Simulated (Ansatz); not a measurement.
Isomers of CH6OSi. All species are isolated molecules in the gas phase. One relaxed conformer stands for each flexible species; it need not be the lowest. Strings in code marks are SMILES.

Quantity: vertical ionisation energy (energy after one electron is removed minus that of the parent at the parent's geometry), in eV.

Case: `CO[SiH3]`. Geometry of `CO[SiH3]` (neutral, multiplicity 1, Å):

```xyz
9

C     -1.3272     0.0930    -0.2964
O     -0.0289    -0.2153    -0.7819
Si     1.2949    -0.1189     0.1887
H     -1.3860     1.1315     0.0508
H     -2.0345    -0.0427    -1.1156
H     -1.6119    -0.5714     0.5281
H      2.4549    -0.5061    -0.6434
H      1.4718     1.2641     0.7128
H      1.1668    -1.0342     1.3569
```

Question: What is the computed vertical ionisation energy (energy after one electron is removed minus that of the parent at the parent's geometry) (frozen-core CCSD(T)/cc-pVTZ // r2SCAN-D4/def2-TZVP (Ansatz, a first-principles code))?

Answer: 10.77 eV.
